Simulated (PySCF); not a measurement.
Cartesian coordinates (Å):
```xyz
12

C     -2.0709    -0.0865    -0.0047
C     -0.5906    -0.1728     0.1327
C      0.2979     0.2207    -0.7799
Si     2.1297     0.0808    -0.5358
H     -2.3608     0.3474    -0.9631
H     -2.5272    -1.0779     0.0806
H     -2.5005     0.5227     0.7971
H     -0.2296    -0.5981     1.0694
H     -0.0835     0.6432    -1.7100
H      2.3952    -0.5209     0.7987
H      2.7518    -0.7731    -1.5853
H      2.7885     1.4144    -0.6065
```
Charge 0, multiplicity 1.

Problem. What total energy, dipole moment and HOMO–LUMO gap does PBE0-D3(BJ)/def2-TZVP (PySCF 2.14.0) give?

Solution. 
```
Property              Value
-------------  ------------
total energy   -408.3829 Ha
dipole moment        1.40 D
HOMO–LUMO gap       7.36 eV
```
